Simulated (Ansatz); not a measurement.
Breaking the Sn1–H3 bond in H5NSn (SMILES [NH2][SnH3]) (multiplicity 1 held, fragments rigid). Energies count from the point at 1.709 Å.
Geometry at that point (charge 0, multiplicity 1):
```xyz
7

Sn    -0.2822     0.0278     0.0238
N      1.7430    -0.1435    -0.2375
H     -0.9860    -1.0254    -1.1231
H     -0.6513     1.6659    -0.2925
H     -0.8107    -0.3950     1.6067
H      2.0810    -1.0886    -0.0975
H      2.2736     0.4597     0.3804
```

Signs of static correlation in def2-TZVPP, with CASSCF(2,2), from Ansatz (a quantum-chemistry and plane-wave program) runs.

```
R (Å)  T1 of restricted CCSD  ⟨S²⟩ of UHF  largest double amplitude of restricted CCSD  weight of the CASSCF reference in MRCISD  CASSCF natural occupations
-----  ---------------------  -----------  -------------------------------------------  ----------------------------------------  --------------------------
1.367                  0.010        0.000                                        0.029                                     0.899                   1.99 0.01
1.538                  0.010        0.000                                        0.028                                     0.899                   1.98 0.02
1.709                  0.010        0.000                                        0.028                                     0.899                   1.97 0.03
1.880                  0.011        0.000                                        0.032                                     0.899                   1.96 0.04
2.051                  0.011        0.000                                          [?]                                     0.899                   1.95 0.05
2.307                  0.013        0.000                                        0.116                                     0.899                   1.91 0.09
2.563                  0.017        0.441                                        0.191                                     0.899                   1.85 0.15
2.990                  0.029        0.809                                        0.316                                     0.900                   1.70 0.30
3.418                  0.046        0.937                                        0.468                                     0.900                   1.50 0.50
3.930                    [?]        0.986                                        0.658                                     0.900                   1.29 0.71
4.614                  0.086        1.001                                        0.847                                     0.900                   1.12 0.88
5.468                  0.092        1.004                                        0.957                                     0.900                   1.04 0.96
```

**Question.** Some entries are withheld; supply them.

**Answer.** 
- 2.051, largest double amplitude of restricted CCSD: 0.057
- 3.930, T1 of restricted CCSD: 0.067

Doubts at one or more of the structures used: a restricted determinant that unrestricted orbitals would lower (R-CCSD(T)/def2-TZVPP); other coupled-cluster roots lie near (R-CCSD(T)/def2-TZVPP); T1 above 0.05 (R-CCSD(T)/def2-TZVPP, U-CCSD(T)/def2-TZVPP); a spin-contaminated determinant (U-CCSD(T)/def2-TZVPP).
